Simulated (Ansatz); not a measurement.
Gas-phase electronic energies from Ansatz, PBE0-D4/def2-TZVP geometries. CBS: MP2 limit from def2 TZ/QZ plus the TZ coupled-cluster correction, frozen cores. This one scheme is used for every species. Functionals use def2-TZVPP. One conformer a species, not always the lowest.

`O[Si](F)(F)[SiH3]` + H₂ → `F[SiH](F)[SiH3]` + H₂O  (hydrogenolysis of the Si–O bond)

Is it downhill or uphill in electronic energy at CCSD(T)/CBS, and by how much? (Best estimate.)

The calculation gave: Uphill: ΔE = +24.8 kcal/mol.

What do these levels give: LDA (SPW92), PBE0-D4, revPBE, r2SCAN, PBE0, CCSD/def2-TZVPP? (Estimate.)

Ansatz gave: LDA (SPW92) 25.4, PBE0-D4 23.9, revPBE 21.8, r2SCAN 26.3, PBE0 23.1, CCSD/def2-TZVPP 24.4 kcal/mol.

Largest T1 diagnostic among the species: 0.013.

The D4 term adds +1.5 kcal/mol with B3LYP and +0.8 kcal/mol with PBE0; it sums over pairs of atoms, weighted by their polarisabilities, and B3LYP, whose exchange is more repulsive, gets the larger term. At CCSD(T), def2-SVP lies −2.4 kcal/mol from the extrapolated value and def2-TZVPP +0.1 kcal/mol. In def2-TZVPP, CCSD(T) changes the Hartree–Fock value by +1.2 kcal/mol (the triples alone add +0.5 kcal/mol) and MP2 by +2.4 kcal/mol.

B3LYP here is the variant with VWN-RPA as its local correlation; programs differ in this.
